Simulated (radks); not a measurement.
Values are calculated unless marked as measured or tabulated.
Valence configurations of O (all share [He]). Code: a radial shooting solver on a logarithmic mesh with Libxc functionals. Model: non-relativistic Kohn-Sham, PBE, spin-polarised, spherical densities, point nucleus; open shells are filled with parallel spins first. Energies are relative to 2s2 2p4; eigenvalues in eV for spin up.

valence      E (eV)  moment (Bohr magnetons)    e(2p)    e(2s)
2s2 2p4       0.000                        2  -10.231  -25.169
2s1.5 2p4.5   7.353                        2  -10.560  -25.570
2s1 2p5      14.684                        2  -10.885  -25.968
2s0.5 2p5.5  23.439                        1  -10.425  -25.452
2p6          31.346                        0   -9.845        -

NIST lists [He] 2s2 2p4 as the ground configuration; this level of theory agrees among the configurations tried. The energies are those of spherical high-spin densities, not of single terms.
